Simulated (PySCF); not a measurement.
# SMILES CC(=O)[C@@H]1C[C@H]1[SiH2]N, C₅H₁₁NOSi

Geometry:
```
atom   x (Å)   y (Å)   z (Å)
  C1   2.860  -0.002   0.725
  C2   1.916   0.059  -0.454
  O3   2.277   0.398  -1.559
  C4   0.520  -0.318  -0.145
  C5  -0.311  -0.921  -1.249
  C6  -0.585   0.476  -0.822
 Si7  -2.116   0.970   0.155
  N8  -2.448  -0.323   1.247
  H9   2.907  -1.023   1.100
 H10   2.489   0.637   1.523
 H11   3.853   0.321   0.426
 H12   0.336  -0.658   0.865
 H13   0.188  -1.073  -2.195
 H14  -1.001  -1.707  -0.980
 H15  -0.211   1.230  -1.505
 H16  -3.178   1.281  -0.816
 H17  -1.839   2.120   1.016
 H18  -2.494  -1.265   0.891
 H19  -3.174  -0.192   1.933
```

Computed with TDDFT B3LYP/def2-SVPD circular dichroism and optical rotation, one conformer, gas phase in PySCF 2.14.0. Geometry: GFN2-xTB.

The molecule is flexible and this is one conformer; a measurement averages over conformers. States above about 7.0 eV (minus the energy of the highest occupied orbital) lie near or above the ionisation threshold and depend on the basis. Singlets 8 and 9 lie within 0.01 eV of each other, so their separate moments and overlaps can depend on how they mix.

Task: What are the CIP labels of the stereocentres?

Result: C4 S, C6 R.

Task: Which excitations and rotatory strengths does the calculation give?

Result: Rotatory strengths R in 10⁻⁴⁰ esu² cm², velocity form and length form (origin at the centre of mass); f in length form.
| state | E (eV) | λ (nm) | f | R (velocity) | R (length) | main |
| --- | --- | --- | --- | --- | --- | --- |
| 1 | 4.49 | 276 | 0.0003 | -7.0 | -6.9 | HOMO→LUMO 0.97 |
| 2 | 5.94 | 209 | 0.011 | +11.6 | +11.7 | HOMO−1→LUMO 0.88, HOMO−1→LUMO+1 0.10 |
| 3 | 6.24 | 199 | 0.033 | -25.9 | -25.8 | HOMO−1→LUMO+1 0.58, HOMO→LUMO+1 0.29 |
| 4 | 6.30 | 197 | 0.002 | -14.5 | -14.6 | HOMO→LUMO+1 0.65, HOMO−1→LUMO+1 0.29 |
| 5 | 6.61 | 187 | 0.146 | +10.7 | +10.9 | HOMO−2→LUMO 0.77, HOMO−3→LUMO 0.11 |
| 6 | 6.75 | 184 | 0.011 | +4.2 | +4.8 | HOMO→LUMO+2 0.84 |
| 7 | 6.87 | 181 | 0.091 | -35.1 | -35.8 | HOMO−3→LUMO 0.78, HOMO−2→LUMO 0.11 |
| 8 | 7.11 | 174 | 0.008 | -6.8 | -6.5 | HOMO−1→LUMO+2 0.50, HOMO→LUMO+3 0.27 |
| 9 | 7.12 | 174 | 0.013 | +9.9 | +10.9 | HOMO→LUMO+3 0.52, HOMO−1→LUMO+2 0.20 |
| 10 | 7.20 | 172 | 0.001 | -2.8 | -2.4 | HOMO−2→LUMO+1 0.81 |
| 11 | 7.30 | 170 | 0.004 | -2.6 | -2.8 | HOMO→LUMO+4 0.41, HOMO−1→LUMO+3 0.28 |
| 12 | 7.34 | 169 | 0.023 | -9.8 | -9.7 | HOMO→LUMO+4 0.42, HOMO−1→LUMO+3 0.28 |
| 13 | 7.36 | 168 | 0.033 | +6.9 | +7.1 | HOMO→LUMO+5 0.83 |
| 14 | 7.54 | 164 | 0.0009 | -1.7 | -1.5 | HOMO−1→LUMO+4 0.42, HOMO−1→LUMO+3 0.33 |
| 15 | 7.59 | 163 | 0.023 | +8.1 | +9.3 | HOMO−4→LUMO 0.47, HOMO−3→LUMO+1 0.44 |
| 16 | 7.61 | 163 | 0.030 | -40.0 | -41.7 | HOMO−3→LUMO+1 0.49, HOMO−4→LUMO 0.46 |

Among the states computed, the strongest CD band (largest |R|) is state 16. The largest dissymmetry factor in size, g = 4R/(D+G), with D and G the electric and magnetic dipole strengths, is -0.13 for state 1 (velocity form, f = 0.0004), among bands with |R| over 0.5. The mirror image has the same energies and oscillator strengths and all R with the opposite sign.
